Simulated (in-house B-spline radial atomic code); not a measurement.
Values are calculated unless marked as measured or tabulated.
## Building a PAW s channel for In, r_c = 2.45 bohr

In, [Kr] 4d10 5s2 5p1, non-relativistic LDA (VWN5), spherical and spin-unpolarised, from an all-electron radial atomic-structure program (B-spline basis) (atomic units; all potentials screened as in the neutral atom).

Two all-electron partial waves φ1, φ2 are integrated outwards at E1 = ε(5s) = -0.290498 and E2 = E1 + 1 hartree; φ1 is the bound orbital and φ2 has unit norm inside r_c = 2.4492 bohr. Smooth partners are polynomials, r^1(a0 + a1 r² + a2 r⁴ + a3 r⁶), matched to φ and three derivatives at r_c, with no condition on the norm. The local potential is -4.65361 + (1.92474) r² + (-0.3313) r⁴ + (0.0208949) r⁶ inside 2.017 bohr and the all-electron one outside.

```csv
wave,φ(r_c),φ'(r_c),a0,a1,a2,a3
1,0.6720475,-0.09915948,0.3915446,0.00786797,-0.007199622,0.0004388082
2,0.1540409,-1.843192,1.475065,-0.2894661,0.005257693,0.0006254067
```

Inside r_c the overlaps are <φi φj> = [[0.45121, 0.61172], [0.61172, 1.00000]] and, for the smooth waves, [[0.57431, 0.99660], [0.99660, 2.17790]]. With χj = (Ej − T − V_local) applied to smooth wave j, the program's quadrature gives the matrix B_ij = <smooth i, χj> as [[0.53926, 1.80420], [1.41932, 4.85958]].

Check the match of the first wave, and find the augmentation charges q_ij.

At r_c the four terms are 0.95897, 0.11559, -0.63450, 0.23198, which sum to 0.6720, φ1(r_c) to rounding. q_ij is the all-electron overlap less the smooth one: [[-0.12311, -0.38488], [-0.38488, -1.17790]]. The smooth first wave has a norm of 0.5743 inside r_c against 0.4512, so q11 is negative and must stay small enough for the overlap operator to be positive.

B isn't symmetric. Show that D_ij = B_ij + Ej q_ij is.

Integrating by parts gives B12 − B21 = (E1 − E2) q12: 1.80420 − (1.41932) = 0.38488, and −1 × (-0.38488) = 0.38488. So D12 = 1.80420 + (0.709502)(-0.38488) = 1.53113 and D21 = 1.41932 + (-0.290498)(-0.38488) = 1.53113; D11 = 0.57502, D22 = 4.02386. The projectors, p = (B⁻¹)ᵀ χ, are dual to the smooth waves; det B = 0.06.

Solving (T + V_local + Σ p D p) ψ = E (1 + Σ p q p) ψ in a sphere of 9 bohr, whose wall lifts the free-atom level a little, gives these levels:

```
all-electron  one projector  two projectors
   -0.290388      -0.290388               -
    0.056500       0.026417               -
    0.394802       0.088817               -
    0.898215       0.411931               -
    1.553710       0.920715               -
```

What does the second projector gain?

With one projector the errors are 0.00, -30.08 millihartree, and the level at 0.0888 is out of step with the all-electron series: an extra state, or one far too low, so the pairing ends there; skipping it, the next levels are off by +17.1, +22.5 millihartree. With two the overlap operator is not positive, so the set fails. The lowest eigenvalue of the overlap operator is 0.5354 with one and -0.001737 with two projectors. The smooth orbital alone needs a cutoff of 2.88 hartree for 1 millihartree of kinetic energy, against 8.65 for a norm-conserving Troullier-Martins orbital of the same radius, which is no gain while the set fails.
